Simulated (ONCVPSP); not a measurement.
# What one change does to a pseudopotential (Si (Z = 14), ONCV)

| Quantity | Value |
| --- | --- |
| Element | Si |
| Generator | ONCVPSP 4.0.1 |
| Type | optimised norm-conserving Vanderbilt (ONCV) |
| Functional | PBE |
| Relativity | scalar-relativistic |
| Frozen core | [Ne] |
| Valence charge | 4 |
| Reference configuration | 3s2 3p2 |
| Partial waves | 3s: rc 1.45 bohr, ncon 4, nbas 7, qcut 4.8 1/bohr, 2 projectors, debl 3.1 Ha; 3p: rc 1.50 bohr, ncon 4, nbas 7, qcut 5.4 1/bohr, 2 projectors, debl 3.5 Ha; d scattering state at 0.05 Ha: rc 1.25 bohr, ncon 4, nbas 7, qcut 7.4 1/bohr, 1 projector |
| Local potential | polynomial inside 0.95 bohr (lpopt 5, dvloc0 3 Ha) |
| Core correction | Teter function, fcfact 2.25, rcfact 1 |

Change: core correction Teter function, fcfact 2.25, rcfact 1.16.

Cutoffs: the cutoffs (Ha) at which the residual kinetic energy of the hardest occupied pseudo-wave falls to 1 and 0.1 mHa per electron; they do not see the model core or the augmentation charge, which bear on the density cutoff. Errors are all-electron minus pseudo energies relative to the spin-unpolarised reference configuration.

What does the change do?

The potential gets neither clearly harder nor softer (11 Ha and 56 Ha → 11 Ha and 56 Ha); both files keep a bound ghost (s); of the 4 tests that both files solve, the error grows in 0 and shrinks in 2 by more than 15 % and 0.3 meV (median size 11.7 → 9.6 meV). A model core, the more so a compact one, raises the density cutoff, which this test does not measure.

| quantity | base | changed |
| --- | --- | --- |
| cutoff, loose | 11 Ha | 11 Ha |
| cutoff, tight | 56 Ha | 56 Ha |
| bound ghosts | s | s |
| GHOST(+) flags under 300 eV | none | none |
| error for 3s2 3p1, meV [ΔE 7.74 eV] | -2.0 | -1.7 |
| error for 3s2 3p0, meV [ΔE 23.73 eV] | -11 | -9.9 |
| error for 3s1 3p0, meV [ΔE 57.70 eV] | +38 | +27 |
| error for 3s0 3p4, meV [ΔE 13.78 eV] | +12 | +9.4 |
| s: phases at 1.47 bohr within 0.05 rad from the reference energy up to (Ha; the scan ends near 5) | to the end of the scan | to the end of the scan |
| p: phases at 1.52 bohr within 0.05 rad from the reference energy up to (Ha; the scan ends near 5) | to the end of the scan | to the end of the scan |
| d: phases at 1.27 bohr within 0.05 rad from the reference energy up to (Ha; the scan ends near 5) | to the end of the scan | to the end of the scan |
| rms error of d²Exc/dni dnj with the model core, mHa | 1.35 | 0.87 |

Base: The cutoffs count occupied waves only; projector 2 of the p channel, the hardest unoccupied one, needs 89 Ha at the loose tolerance. Changed file: The cutoffs count occupied waves only; projector 2 of the p channel, the hardest unoccupied one, needs 89 Ha at the loose tolerance. A true bound ghost makes a file unfit for plane-wave use even where its test errors are small: the radial tests pick states by their node count and pass the ghost by.
